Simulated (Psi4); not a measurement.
CH3AlF2, singlet, at a GFN2-xTB geometry (such geometries of metal compounds can be far from the true shape).

Here is a job for Psi4.
```
memory 2 GB

molecule {
0 1
Al    0.05180306    0.04011766    0.00222470
C    -1.50805595   -1.16573156   -0.06233932
H    -1.30669362   -2.03874718   -0.68318980
H    -2.37664668   -0.64890162   -0.46820696
H    -1.76055472   -1.53755322    0.93063349
F     0.01100760    1.60162551   -0.52911869
F     1.52441362   -0.41295198    0.59199405
}

set {
  basis def2-svp
}

energy('scf')
print_variables()
```

Q: What does this run give for the number of basis functions, total energy, dipole moment, nuclear repulsion energy?

A: 
```
Item                              Value
-------------------------  ------------
number of basis functions            75
total energy               -480.3059 Eh
dipole moment                    2.49 D
nuclear repulsion energy    154.8934 Eh
```
